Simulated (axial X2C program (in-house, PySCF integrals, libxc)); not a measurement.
# AuB: properties at the nuclei

Computed with an axial X2C code built on PySCF integrals: two-component X2C with atomic mean-field Coulomb and Gaunt terms, Gaussian nuclei, basis Au dyall-cv3z, B dyall-v3z with contracted cores.

R = 1.917 Å (near the PBE0 minimum at charge 0 of the determinant lowest at the starting distance; the state shown can have its own minimum elsewhere).

Determinant lowest in the PBE0 search, Ω = 0 (closed shell), highest spinor 45% B p, 30% Au s, 11% Au p:

| level | qzz Au (a.u.) | qzz B (a.u.) | μ (D) |
| --- | --- | --- | --- |
| PBE0 | 2.02 | -0.44 | -1.03 |
| HF | 0.26 | -0.53 | -2.19 |
| BP86 | 2.43 | -0.41 | -0.69 |
| TPSSh | 2.09 | -0.43 | -1.04 |
| PBE50 | 1.48 | -0.47 | -1.40 |

Determinant 1.52 eV from it at PBE0 and this distance, Ω = 2 (⟨Sz⟩ = 1.00, ⟨Lz⟩ = 1.00 at PBE0), spin on the atoms Au 0.23, B 0.77:

| level | Eeff magnitude (GV/cm) | Ws magnitude Au (kHz) | A∥/gI Au (MHz) | qzz Au (a.u.) | A∥/gI B (MHz) | qzz B (a.u.) | μ (D) |
| --- | --- | --- | --- | --- | --- | --- | --- |
| PBE0 | 30.9 | 17.8 | 3360 | 2.64 | 132 | -0.05 | -1.55 |
| HF | 25.8 | 14.8 | 2970 | -0.40 | 129 | -0.12 | -2.32 |
| BP86 | 32.9 | 19 | 3300 | 3.65 | 138 | -0.03 | -1.22 |
| TPSSh | 31.9 | 18.4 | 3380 | 2.97 | 136 | -0.04 | -1.51 |
| PBE50 | 27.8 | 16.1 | 3450 | 1.60 | 126 | -0.06 | -1.84 |

Eeff is the effective electric field on the electron electric dipole moment in this Ω state and Ws the scalar–pseudoscalar constant of the nucleus named (defined with the proton number Z and per Ω); A∥ (defined per Ω) follows by multiplying with gI = μI/(I μN); qzz is the electric field gradient, eQq0 = 234.96 MHz × Q/barn × qzz; μ is positive if the B end (last atom) is positive. The operators were transformed with the bare-nucleus X2C matrices; with these basis sets, hyperfine constants and field gradients can be off by tens of per cent, and where levels differ in sign neither size nor sign is settled.

Problem. With Q(11B) = 0.04059 barn (Q from Pyykkö, Mol. Phys. 2018), turn the PBE0 values of the first state into constants in MHz.

Solution. eQq0(11B) = 234.96 × (0.04059) × (-0.44) = -4.2 MHz.

Each state is one determinant with collinear spin, which with several unpaired electrons need not be a pure state. Unrestricted Hartree–Fock can overshoot spin polarisation at the nuclei. With several open shells hyperfine constants can be off by a factor of several. Open-shell Ω = 0 determinants with evenly filled partner blocks cannot be reached by this program, so the Ω shown need not be the lowest component. The search compared states at one distance, so a state with another bond length can lie lower. Further determinants of the search, some of them spin-mixed, are not shown. Where a field gradient or hyperfine factor spreads by more than a factor of two over the levels, a constant derived from it is not to be relied on. PBE0 term energies can be off by some tenths of an eV.
